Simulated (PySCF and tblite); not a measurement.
Values are calculated unless marked as measured or tabulated.
C7H10O, numbered as in [O:1]=[CH:2][C@H:3]1[C@@H:4]2[CH2:5][CH2:6][CH2:7][C@H:8]12.

Level: PBE0-D3(BJ)/def2-SVP (IEF-PCM, water)//GFN2-xTB, thermal terms from GFN2-xTB, symmetry numbers and mirror pairs counted. Conformers within 2.5 kcal/mol (GFN2-xTB free energy) were kept, 3 at most. GIAO shieldings: WP04/pcSseg-1 (IEF-PCM, water). Shifts are against TMS (¹H), TMS (¹³C) at the same level; of two unlike H on one atom, a is the less shielded. Programs: PySCF with density fitting and tblite.

Task: What shifts does this protocol give at 298.15 K under fast conformational exchange?

Result: ¹H: 9.42 (H2, 1H), 2.07 (H4/H8, 2H), 2.01 (H5a/H7a, 2H), 1.92 (H5b/H7b, 2H), 1.70 (H3, 1H), 1.62 (H6a, 1H), 1.31 (H6b, 1H) ppm. ¹³C: 212.6 (C2), 39.6 (C4/C8), 37.8 (C3), 34.5 (C5/C7), 27.3 (C6) ppm.

Task: How do the conformers differ?

Result: Torsions listed: O1–C2–C3–C4. The 5-ring runs over atoms 4–5–6–7–8.
| conformer | shape | weight % |
| --- | --- | --- |
| 1 | 5-ring envelope (ring torsions -26, 26, -16, 0, 16°); -33° | 57.7 |
| 2 | 5-ring envelope (ring torsions -26, 26, -16, 0, 16°); 146° | 42.2 |
| 3 | 5-ring envelope (ring torsions 25, -25, 16, 0, -16°); 147° | 0.1 |

| signal | 1 | 2 | 3 | average |
| --- | --- | --- | --- | --- |
| H2 | 10.00 | 8.64 | 8.53 | 9.42 |
| H3 | 1.94 | 1.38 | 1.18 | 1.70 |
| H4/H8 | 2.04 | 2.12 | 2.30 | 2.07 |
| H5a/H7a | 1.99 | 2.05 | 2.20 | 2.01 |
| H5b/H7b | 1.93 | 1.90 | 1.56 | 1.92 |
| H6a | 1.63 | 1.61 | 2.10 | 1.62 |
| H6b | 1.33 | 1.27 | 1.75 | 1.31 |
| C2 | 213.7 | 211.2 | 209.5 | 212.6 |
| C3 | 36.7 | 39.2 | 52.3 | 37.8 |
| C4/C8 | 43.3 | 34.5 | 37.2 | 39.6 |
| C5/C7 | 34.7 | 34.1 | 35.8 | 34.5 |
| C6 | 27.4 | 27.3 | 39.0 | 27.3 |

Shifts are unscaled: against experiment ¹³C can be off by 15 ppm or more and ¹H by 0.8 ppm. For its torsions the set is small; conformers may be missing.
